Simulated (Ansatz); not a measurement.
`NC[O][InH2]` + `N[SiH2]N` → `NCN[SiH2]N` + `[OH][InH2]`  (substitution at a C–O bond)

Calculated with Ansatz (gas phase, PBE0-D4/def2-TZVP geometries, no zero-point term in ΔE). CBS: MP2 limit from def2 TZ/QZ plus the TZ coupled-cluster correction, frozen cores. This one scheme is used for every species. Elements past krypton have def2 core potentials. For In outer-core shells are correlated without core-valence functions, which leaves a few kJ/mol of doubt a bond. One conformer a species, not always the lowest.

| level | ΔE (eV) |
| --- | --- |
| SCS-MP2/def2-TZVPP | -0.01 |
| CCSD/def2-TZVPP | 0.00 |
| CCSD(T)/def2-TZVPP | 0.00 |
| CCSD/CBS(def2) | -0.01 |

Question: What does CCSD(T)/CBS give? (Best estimate.)

Answer: Ansatz gave: -0.01 eV. The listed levels differ from it by 0.00, 0.01, 0.01, 0.00 eV.

Largest T1 diagnostic among the species: 0.017.

In def2-TZVPP, CCSD(T) changes the Hartree–Fock value by −0.05 eV (the triples alone add +0.00 eV) and MP2 by −0.08 eV.
